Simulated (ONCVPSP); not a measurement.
# Ge: one change to an ONCV potential, before and after

ONCVPSP 4.0.1 input, shortened (lines: element, Z, core and valence counts, functional; n l f; lmax; l rc ep ncon nbas qcut; lloc lpopt rc5 dvloc0; l nproj debl; icmod fcfact rcfact), PBE, scalar-relativistic:

```
  Ge 32.00    5    2        4      upf
    1    0    2.00
    2    0    2.00
    2    1    6.00
    3    0    2.00
    3    1    6.00
    3    2   10.00
    4    0    1.00
    3
    0    1.75    0.00    4    9    3.60
    1    1.85    0.13    4    8    5.10
    2    0.95    0.00    3    7   16.90
    3    1.45    0.34    4    8    7.70
    4    5    0.90    4.00
    0    3    2.20
    1    2    1.70
    2    2    1.50
    3    3    1.10
    3    5.25    1.45
```

In the p channel the program set the typed energies aside and used 0.050, 1.750 Ha. In the d channel the program set the typed energies aside and used -2.319, 0.250 Ha.

Change: local potential polynomial inside 0.85 bohr (lpopt 5, dvloc0 4 Ha).

Cutoffs: the cutoffs (Ha) at which the residual kinetic energy of the hardest occupied pseudo-wave falls to 1 and 0.1 mHa per electron; they do not see the model core or the augmentation charge, which bear on the density cutoff. Errors are all-electron minus pseudo energies relative to the spin-unpolarised reference configuration.

Problem. How do hardness, ghosts and transferability respond?

Solution. The potential gets neither clearly harder nor softer (111 Ha and 124 Ha → 111 Ha and 124 Ha); both files keep a bound ghost (f); the errors of the 4 common tests hardly move; the range in which the s phases agree widens (upper end 3.4 → at the end of the scan).

```tsv
quantity	base	changed
cutoff, loose	111 Ha	111 Ha
cutoff, tight	124 Ha	124 Ha
bound ghosts	f	f
GHOST(+) flags under 300 eV	s at 92.7 eV, p at 148.2 eV	s at 67.7 eV, p at 138.4 eV
error for 3d10 4s2 4p2, meV [ΔE -57.68 eV]	+168	+170
error for 3d10 4s2 4p1, meV [ΔE -50.23 eV]	+116	+117
error for 3d10 4s2, meV [ΔE -34.79 eV]	+36	+36
error for 3d10 4s0, meV [ΔE 46.34 eV]	+59	+59
s: phases at 1.78 bohr within 0.05 rad from the reference energy up to (Ha; the scan ends near 5)	3.4	to the end of the scan
p: phases at 1.87 bohr within 0.05 rad from the reference energy up to (Ha; the scan ends near 5)	3.6	3.6
d: phases at 0.96 bohr within 0.05 rad from the reference energy up to (Ha; the scan ends near 5)	to the end of the scan	to the end of the scan
f: phases at 1.48 bohr within 0.05 rad from the reference energy up to (Ha; the scan ends near 5)	to the end of the scan	to the end of the scan
rms error of d²Exc/dni dnj with the model core, mHa	5.70	5.70
```

 A true bound ghost makes a file unfit for plane-wave use even where its test errors are small: the radial tests pick states by their node count and pass the ghost by.
